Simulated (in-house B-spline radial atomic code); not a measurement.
Values are calculated unless marked as measured or tabulated.
## Ba in an electron gas of r_s = 2.2: phase shifts, screening, friction and resistivity

A nucleus sits in a uniform electron gas with a rigid positive background. The Kohn-Sham equations are solved self-consistently in the spin-unpolarised LDA (PW92), non-relativistic, on B-splines with outgoing waves at the boundary and partial waves to l = 8. The model has no lattice, no bands and no magnetic solution. Atomic units; δ_l are the phase shifts at the Fermi level, counted so that each bound state adds π, and good to about 0.0005. Heavy atoms are models without relativity.

The density parameter is r_s = 2.2 bohr, near that of the valence electrons of Ga (3 per atom, density 5.91 g/cm³, mass 69.72 u, which gives r_s = 2.19).

```csv
l,δ_l (rad)
0,14.1490
1,11.6509
2,7.5111
3,0.1716
4,0.0093
5,0.0015
6,0.0001
7,0.0000
8,-0.0001
```

Bound levels below the band bottom (hartree): s -7.68, p -5.922, d -2.86, s -0.6407, p -0.2094 and deeper ones.

Question: Check the Friedel sum rule, and say where the screening charge sits.

Answer: k_F = (9π/4)^(1/3)/r_s = 0.87234. The rule is Z = (2/π) Σ (2l + 1) δ_l. The terms are s 9.008, p 22.252, d 23.909, f 0.765 and 0.064 beyond, in all 55.996 against Z = 56. Bound states hold 10 s, 24 p, 20 d electrons, so the scattering states carry 2.00 in all; where a term is smaller than its bound count, the bound level has drawn weight out of the band.

Question: Find the transport cross section and the electronic stopping of a 1 keV Ba ion (mass 137.33 u).

Answer: σ_tr = (4π/k_F²) Σ (l + 1) sin²(δ_l − δ_(l+1)). The terms for l = 0 to 3 are 0.3600, 1.4129, 2.2736, 0.1044, all together 4.1512, so σ_tr = 16.513 × 4.1512 = 68.550 bohr². With n = 3/(4π r_s³) = 0.02242, the friction coefficient is Q = n k_F σ_tr = 1.3407. For v well below v_F = 0.872, dE/dx = Q v; with 24801 eV per u at v = 1, v = √(1000/(24801 × 137.33)) = 0.0171, so dE/dx = 0.02297 hartree/bohr = 11.8 eV/nm. The largest term couples the d and f waves.

Question: What residual resistivity would 1 atomic per cent of such centres give in Ga?

Answer: Δρ = k_F n_i σ_tr/n in atomic units of 21.74 μΩ·cm. With one host atom per 3 electrons, n_i/n = 0.01/3, so Δρ = 0.8723 × 0.00333 × 68.550 × 21.74 = 4.33 μΩ·cm. This is an atom added to the gas, as on an interstitial site.

Question: On a substitutional site the background of one host ion, a sphere holding 3 charges, is taken out. The phase shifts for l = 0 to 4 become 13.9555, 11.5063, 6.8804, 0.0551, -0.0003. What follows?

Answer: The Friedel sum is now 53.01, for Z − 3 = 53. The sum in σ_tr is 3.2035, so σ_tr = 52.90 bohr² and Δρ = 3.34 μΩ·cm per atomic per cent, 0.77 times the value above. A real host ion scatters too, so this model doesn't give zero even for the host's own atom.
